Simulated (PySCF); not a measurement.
**$^{17}$O chemical shifts**

PySCF 2.14 calculation with geometry: GFN2-xTB and NMR shieldings at PBE0/pcSseg-1/GIAO; no solvent model, one computed conformer, averaged over atoms made equivalent by symmetry, fast rotation or ring inversion, non-relativistic.

Shieldings were converted by a linear fit to measured shifts: $^{17}$O: δ = 266.70 − 0.911σ (rms 10.7 ppm, 155 shifts, 12.2 ppm with the 3 outliers that the fit left out vs liquid water, solution or neat liquid). Occasional misses reach two or three times the rms, and more in compound classes unlike the fitted ones.

Q: Give the $^{17}$O shifts of `CCC1=C([SiH3])C[P@H](=O)C1`, `O=C1CO[C@@H](CC[SiH3])[SiH2]1`, `CCCC(=O)OCC`, `COC(=O)OC`, `C=CC[Si@@](O)([SiH3])OC=C`, `OCCC1=C(CO)[SiH2][SiH2]1`.

A: 
```
                                                          compound                     environment  δ (ppm)
                                        CCC1=C([SiH3])C[P@H](=O)C1                      P=O oxygen     57.1
 [O:1]=[C:2]1[CH2:3][O:4][C@@H:5]([CH2:6][CH2:7][SiH3:8])[SiH2:9]1             O1: carbonyl oxygen    747.1
 [O:1]=[C:2]1[CH2:3][O:4][C@@H:5]([CH2:6][CH2:7][SiH3:8])[SiH2:9]1                O4: ether oxygen     13.0
             [CH3:1][CH2:2][CH2:3][C:4](=[O:5])[O:6][CH2:7][CH3:8]       O5: ester carbonyl oxygen    351.9
             [CH3:1][CH2:2][CH2:3][C:4](=[O:5])[O:6][CH2:7][CH3:8]         O6: ester alkoxy oxygen    158.1
                             [CH3:1][O:2][C:3](=[O:4])[O:5][CH3:6]       O4: ester carbonyl oxygen    244.2
                             [CH3:1][O:2][C:3](=[O:4])[O:5][CH3:6]  O2/5: ester alkoxy oxygen (×2)     91.4
[CH2:1]=[CH:2][CH2:3][Si@@:4]([OH:5])([SiH3:6])[O:7][CH:8]=[CH2:9]      O7: oxygen bonded to C, Si     91.3
[CH2:1]=[CH:2][CH2:3][Si@@:4]([OH:5])([SiH3:6])[O:7][CH:8]=[CH2:9]      O5: oxygen bonded to Si, H      2.6
  [OH:1][CH2:2][CH2:3][C:4]1=[C:5]([CH2:6][OH:7])[SiH2:8][SiH2:9]1              O7: alcohol oxygen     10.6
  [OH:1][CH2:2][CH2:3][C:4]1=[C:5]([CH2:6][OH:7])[SiH2:8][SiH2:9]1              O1: alcohol oxygen      2.5
```
